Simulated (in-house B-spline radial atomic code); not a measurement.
**Ionising Mn⁵⁺ with different functionals**

Computed with a B-spline radial code for spherical atoms: scalar-relativistic (spin-free X2C) Hamiltonian, Fermi nucleus of rms radius 3.7057 fm, spin-polarised at highest spin, spherical fractional occupations for the functionals, and exact exchange of hybrids averaged over the configuration. The ionisation energy is the difference of two self-consistent energies, [Ar] 3d2 → [Ar] 3d1, without Breit or QED terms; ε is the level of the shell that loses the electron (its least bound occupied spin orbital).

```
   method                    rung  ΔSCF (eV)  -ε(3d) (eV)
     PBE0           global hybrid      95.24        86.95
    B3LYP           global hybrid      95.38        86.42
    TPSSh           global hybrid      95.09        84.88
BHandHLYP           global hybrid      95.14        90.07
  r2SCAN0           global hybrid      95.11        86.94
    B97-1           global hybrid      95.17        86.34
    HSE06  range-separated hybrid          ?            ?
    wB97X  range-separated hybrid      94.92        89.09
CAM-B3LYP  range-separated hybrid          ?            ?
  LC-wPBE  range-separated hybrid      95.32        89.37
```

(1) What does HSE06 give?

(2) What does CAM-B3LYP give?

(3) Among the functionals, which spreads more, the ΔSCF values or the orbital energies?

(4) How do they compare with the NIST value?

Answers

(1) ΔSCF 95.19 eV, and -ε(3d) = 86.48 eV.

(2) ΔSCF 95.34 eV, and -ε(3d) = 88.44 eV.

(3) The orbital energies: ΔSCF values span about 0.46 eV and the orbital energies 5.18 eV; here energy differences depend much less on the functional than eigenvalues do.

(4) NIST lists 95.60 eV ± 0.025 (measured, ground level to ground level). Errors run from -0.68 to -0.23 eV; B3LYP is closest (-0.23 eV), but part of that can be cancellation, since the calculations leave out spin-orbit coupling, Breit-QED terms, multiplet and fine-structure energies.
